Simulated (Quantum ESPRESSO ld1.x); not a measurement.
Results of a calculation; reference values are marked as such.
Task: These are the eigenvalues of the occupied orbitals of an atom or ion with whole-number occupations (eV). Level of theory: scalar-relativistic Kohn-Sham, LDA (Slater exchange, Perdew-Zunger correlation), spin-polarised, spherical densities, point nucleus (ld1.x of Quantum ESPRESSO 7.5).

| orbital | eigenvalue |
|---|---|
| 1s up | -37262.6 |
| 1s down | -37262.6 |
| 2s up | -5927.35 |
| 2s down | -5926.40 |
| 2p up | -5322.22 |
| 2p down | -5321.45 |
| 3s up | -1282.64 |
| 3s down | -1282.00 |
| 3p up | -1088.69 |
| 3p down | -1088.01 |
| 3d up | -806.642 |
| 3d down | -805.762 |
| 4s up | -280.076 |
| 4s down | -277.632 |
| 4p up | -216.607 |
| 4p down | -214.202 |
| 4d up | -124.060 |
| 4d down | -121.757 |
| 5s up | -55.2255 |
| 5s down | -53.9921 |
| 5p up | -38.2366 |
| 5p down | -37.0230 |
| 5d up | -16.9641 |

Which element is it, and in what charge state? The configuration may be excited. Open shells, if any, are filled with parallel spins first.

Result: Z = 56, barium, charge +2: Ba2+ in [Kr] 4d8 5s2 5p6 5d2. The list shows which subshells hold electrons but not how many an open one holds; the 1s level, -1369.4 hartree, gives Z - s = 52.3 by -(Z - s)^2/2, which with screening and relativity narrows Z to a few neighbours, and the depths of the outer levels then fix element, charge and occupations together.
